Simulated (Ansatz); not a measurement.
Molecule: TaF2, net charge 0, quartet state. SMILES: [F][Ta][F]

Atoms: Ta1, F2, F3. Bonds: Ta1-F2, Ta1-F3.

Bond lengths (Å) and angles (degrees) optimised at PBE/6-31G* with LANL2DZ past Ar with Ansatz (a first-principles code); B3LYP/LANL2DZ with Ansatz; B3LYP/6-31G* with LANL2DZ past Ar with Ansatz; MP2/6-31G* with LANL2DZ past Ar with Ansatz, each started from the B3LYP-D3(BJ)/def2-TZVP structure (Ansatz) of the last column. A row stands for all coordinates that are equal there. 6-31G* holds six Cartesian d functions. At B3LYP/6-31G* with LANL2DZ past Ar the structure is a saddle point. No wavenumbers were computed at PBE/6-31G* with LANL2DZ past Ar, B3LYP/LANL2DZ, MP2/6-31G* with LANL2DZ past Ar, so these may be saddle points.

```tsv
coordinate	PBE/6-31G* with LANL2DZ past Ar	B3LYP/LANL2DZ	B3LYP/6-31G* with LANL2DZ past Ar	MP2/6-31G* with LANL2DZ past Ar	B3LYP-D3(BJ)/def2-TZVP
Ta1-F2	1.864	1.894	1.863	1.878	1.892
F2-Ta1-F3	180.0	180.0	180.0	180.0	180.0
```

Mean signed difference of all 2 bond lengths from B3LYP-D3(BJ)/def2-TZVP: PBE/6-31G* with LANL2DZ past Ar -0.028 Å, B3LYP/LANL2DZ 0.002 Å, B3LYP/6-31G* with LANL2DZ past Ar -0.029 Å, MP2/6-31G* with LANL2DZ past Ar -0.013 Å.
